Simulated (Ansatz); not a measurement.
A nudged elastic band was laid between two geometries of C₃H₁₂Si₃ (18 atoms, charge 0, multiplicity 1).

Computed with Ansatz 0.2.0, RKS r2SCAN-D4/STO-3G.

* movable images: 5
* climbing image: yes
* spring: 5.0 eV/Å²
* optimiser: quadratic models (default)
* start path: through a guess of the saddle point
* force threshold: 0.03 eV/Å
* iteration limit: 33
* end points: relaxed

Initial state:

```xyz
18
Properties=species:S:1:pos:R:3
C -2.639 -1.454 -1.384
C -1.464 -1.329 -0.378
Si -0.826 0.443 -0.222
Si 0.885 0.613 1.223
C 2.184 1.965 0.932
Si 2.978 0.271 0.715
H -3.493 -0.833 -1.072
H -2.987 -2.496 -1.456
H -2.333 -1.128 -2.390
H -0.649 -1.993 -0.701
H -1.797 -1.696 0.604
H -0.405 0.890 -1.534
H -1.933 1.285 0.186
H 0.527 0.481 2.620
H 2.077 2.588 0.041
H 2.482 2.568 1.791
H 3.396 -0.058 -0.629
H 3.961 -0.106 1.706
```

Final state:

```xyz
18
Properties=species:S:1:pos:R:3
C -2.166 -1.607 -1.374
C -1.196 -1.148 -0.253
Si -1.163 0.731 -0.049
Si 0.229 1.390 1.582
C 1.911 1.246 1.517
Si 2.901 0.567 0.122
H -3.197 -1.288 -1.159
H -2.164 -2.704 -1.470
H -1.875 -1.182 -2.345
H -0.185 -1.515 -0.485
H -1.495 -1.623 0.693
H -0.791 1.319 -1.319
H -2.505 1.181 0.257
H -0.366 1.938 2.784
H 3.862 1.533 -0.375
H 2.487 1.591 2.380
H 2.031 0.194 -0.973
H 3.648 -0.611 0.519
```

Question: What changes between the two ends?

Answer: Bonds broken: Si4–Si6, C5–H15. Bonds formed: Si6–H15.

Question: What energy profile does the band end with?

Answer: The forces met the threshold. The highest image is number 4 of 0 to 6, 4.00 eV above the first end and 3.21 eV above the last; the last end lies 0.78 eV above the first. Neighbouring images differ by up to 2.7 eV, so the band resolves the path poorly. The order of the stationary point at the top wasn't checked. The orbitals stay closed-shell, which can raise the energy where a bond breaks towards radicals; this wasn't checked here. Limits of this set-up: minimal basis.

```tsv
image	path coordinate (Å)	energy (eV)	Si4–Si6 (Å)	C5–H15 (Å)	Si6–H15 (Å)
0	0.00	0.00	2.18	1.09	2.58
1	0.80	0.00	2.18	1.09	2.58
2	1.59	0.16	2.17	1.08	2.48
3	2.39	2.59	2.14	1.14	1.98
4	3.19	4.00	2.23	1.87	1.49
5	5.21	1.32	3.03	2.66	1.43
6	7.24	0.78	3.15	2.73	1.45
```

Question: What is the geometry of the highest image?

Answer: 
```xyz
18
Properties=species:S:1:pos:R:3:forces:R:3
C -2.508 -1.532 -1.333 0.00 0.00 0.00
C -1.282 -1.246 -0.425 0.00 0.00 0.00
Si -0.966 0.602 -0.190 0.01 0.00 0.00
Si 0.763 0.981 1.198 0.00 0.00 0.01
C 1.792 2.576 0.919 0.01 -0.01 0.01
Si 2.776 0.310 0.509 -0.01 0.00 -0.01
H -3.424 -1.104 -0.901 0.00 0.00 0.00
H -2.664 -2.614 -1.455 0.00 0.00 0.00
H -2.369 -1.094 -2.332 0.00 0.00 0.00
H -0.395 -1.725 -0.866 0.00 0.00 0.00
H -1.444 -1.727 0.551 0.00 0.00 0.00
H -0.710 1.191 -1.487 0.00 0.00 0.00
H -2.176 1.202 0.334 0.00 0.00 0.00
H 0.505 0.526 2.556 0.00 0.00 0.00
H 3.340 1.681 0.360 0.00 0.01 0.00
H 2.272 2.651 1.961 0.00 0.01 -0.01
H 2.859 -0.266 -0.813 0.00 0.00 0.00
H 3.594 -0.401 1.467 0.00 0.00 0.00
```

Run time: 18 min on 1 thread of Arm Neoverse V2, with other jobs on the host, peak memory 0.15 GiB.
